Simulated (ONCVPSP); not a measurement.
## La (Z = 57): one change to an ONCV potential, before and after

```
Element                 : lanthanum
Generator               : ONCVPSP 4.0.1
Type                    : optimised norm-conserving Vanderbilt (ONCV)
Functional              : LDA (Perdew-Wang 92)
Relativity              : scalar-relativistic
Frozen core             : [Kr] 4d10
Valence charge          : 11
Reference configuration : 5s2 5p6 5d2 6s1
Partial waves           : 5s+6s: rc 2.80 bohr, ncon 4, nbas 9, qcut 5.5 1/bohr, 2 projectors; 5p: rc 2.70 bohr, ncon 3, nbas 8, qcut 4.9 1/bohr, 2 projectors, debl 2.3 Ha; 5d: rc 2.60 bohr, ncon 4, nbas 7, qcut 3.5 1/bohr, 2 projectors, debl 3.3 Ha; f scattering state at 0.13 Ha: rc 2.30 bohr, ncon 5, nbas 8, qcut 4.4 1/bohr, 2 projectors, debl 2.2 Ha
Local potential         : polynomial inside 1.50 bohr (lpopt 3, dvloc0 0 Ha)
Core correction         : none
```

In the f channel the program set the typed energies aside and used -0.111, 2.089 Ha.

Change: s: qcut 6.6; p: qcut 5.9; d: qcut 4.2; f: qcut 5.3.

Cutoffs: the cutoffs (Ha) at which the residual kinetic energy of the hardest occupied pseudo-wave falls to 1 and 0.1 mHa per electron; they do not see the model core or the augmentation charge, which bear on the density cutoff. Errors are all-electron minus pseudo energies relative to the spin-unpolarised reference configuration.

Q: What does the change do?

A: The potential gets harder (8.1 Ha and 10.0 Ha → 11 Ha and 13 Ha); of the 4 tests that both files solve, the error grows in 1 and shrinks in 2 by more than 15 % and 0.3 meV (median size 1.1 → 1.0 meV); neither file shows a bound ghost.

```csv
quantity,base,changed
"cutoff, loose",8.1 Ha,11 Ha
"cutoff, tight",10.0 Ha,13 Ha
loose cutoff by channel,"s 8.1 Ha, p 4.9 Ha, d 5.5 Ha","s 11 Ha, p 7.3 Ha, d 5.7 Ha"
bound ghosts,none,none
GHOST(+) flags under 300 eV,s at 52.3 eV,s at 65.6 eV
"error for 5s2 5p6 5d1 6s2, meV [ΔE -0.83 eV]",+0.3,+0.9
"error for 5s2 5p6 5d1 6s1, meV [ΔE 5.33 eV]",+1.1,+1.0
"error for 5s2 5p6 5d1 6s0, meV [ΔE 16.48 eV]",+1.2,+0.6
"error for 5s2 5p6 5d1 6s1 6p1, meV [ΔE 1.63 eV]",+5.3,+2.8
s: phases at 2.84 bohr within 0.05 rad from the reference energy up to (Ha; the scan ends near 5),1.8,2.2
p: phases at 2.74 bohr within 0.05 rad from the reference energy up to (Ha; the scan ends near 5),3.5,4.0
d: phases at 2.64 bohr within 0.05 rad from the reference energy up to (Ha; the scan ends near 5),to the end of the scan,to the end of the scan
f: phases at 2.33 bohr within 0.05 rad from the reference energy up to (Ha; the scan ends near 5),4.6,4.2
```

Base: The cutoffs count occupied waves only; projector 2 of the f channel, the hardest unoccupied one, needs 62 Ha at the loose tolerance. Changed file: The cutoffs count occupied waves only; projector 2 of the f channel, the hardest unoccupied one, needs 63 Ha at the loose tolerance.
